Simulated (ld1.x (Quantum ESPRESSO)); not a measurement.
## What one change does to a pseudopotential (antimony, PAW)

- Element: antimony
- Generator: ld1.x (Quantum ESPRESSO) 7.5
- Type: PAW
- Functional: BLYP
- Relativity: scalar-relativistic
- Frozen core: [Kr]
- Valence charge: 15
- Reference configuration: 4d10 5s2 5p3
- Partial waves: 5s (bound): rcut 1.65, rcutus 2.10 bohr; 5s channel at 0.4 Ry: rcut 1.65, rcutus 2.10 bohr; 5p (bound): rcut 1.85, rcutus 2.50 bohr; 5p channel at 0.05 Ry: rcut 1.85, rcutus 2.50 bohr; 4d (bound): rcut 1.55, rcutus 1.85 bohr; 4d channel at -1 Ry: rcut 1.55, rcutus 1.85 bohr
- Local potential: all-electron potential smoothed inside 1.60 bohr (lloc = -1)
- Core correction: Bessel-smoothed model core, default radius (core density twice the valence density)
- Augmentation charge: GAUSS, radius 1.25 bohr

All-electron outer shells of the reference configuration (BLYP, scalar-relativistic, ld1.x):

```json
{"shell": "4s", "level (eV)": "-148.54", "outermost node (bohr)": "0.39", "outermost maximum (bohr)": "0.73"}
{"shell": "4p", "level (eV)": "-101.50", "outermost node (bohr)": "0.39", "outermost maximum (bohr)": "0.76"}
{"shell": "4d", "level (eV)": "-33.28", "outermost node (bohr)": "0.38", "outermost maximum (bohr)": "0.84"}
{"shell": "5s", "level (eV)": "-12.73", "outermost node (bohr)": "0.95", "outermost maximum (bohr)": "1.88"}
{"shell": "5p", "level (eV)": "-4.69", "outermost node (bohr)": "1.04", "outermost maximum (bohr)": "2.32"}
```

Change: local potential all-electron potential smoothed inside 0.90 bohr (lloc = -1).

Cutoffs: the cutoffs (Ry, on a coarse ladder) from which the occupation-weighted sum of valence levels, in a spherical-Bessel basis at the reference potential, stays within 10 and 1 mRy of its value at 400 Ry; they do not see the model core or the augmentation charge, which bear on the density cutoff. Errors are all-electron minus pseudo energies relative to the spin-unpolarised reference configuration.

Problem. What does the change do?

Solution. The bound ghosts move from s to p; the number of tests with a reliable result goes from 7 to 0 (the test run of the changed file stopped, so its transferability is not established); the range in which the s phases agree narrows (upper end at the end of the scan → 2.8); the range in which the d phases agree narrows (upper end 0.9 → -0.4). A state that the projectors do not describe sees the local part alone, so a deeper or shallower local part can create or remove a ghost.

```csv
quantity,base,changed
"cutoffs, loose and tight","35 Ry, 55 Ry",not determined
bound ghosts,s,"p (s, d not tested, overlap not positive)"
tests with a reliable result,7 of 7,0 of 7 (the test run stopped)
s: phases at 2.72 bohr within 0.05 rad from the reference energy up to (Ry; the scan ends near 5),to the end of the scan,2.8
p: phases at 2.72 bohr within 0.05 rad from the reference energy up to (Ry; the scan ends near 5),2.9,3.7
d: phases at 2.72 bohr within 0.05 rad from the reference energy up to (Ry; the scan ends near 5),0.9,-0.4
lowest overlap eigenvalue by channel,"s 0.31, p 0.47, d 0.11","s -0.12, p 0.13, d -11.54"
```

Changed file: the overlap operator is not positive definite in a basis up to 400 Ry (lowest eigenvalue s -0.12, d -11.54), so the file is unfit for use: the generalised eigenproblem breaks down once the basis is large enough, and its test numbers describe a broken file. A true bound ghost makes a file unfit for plane-wave use even where its test errors are small: the radial tests pick states by their node count and pass the ghost by.
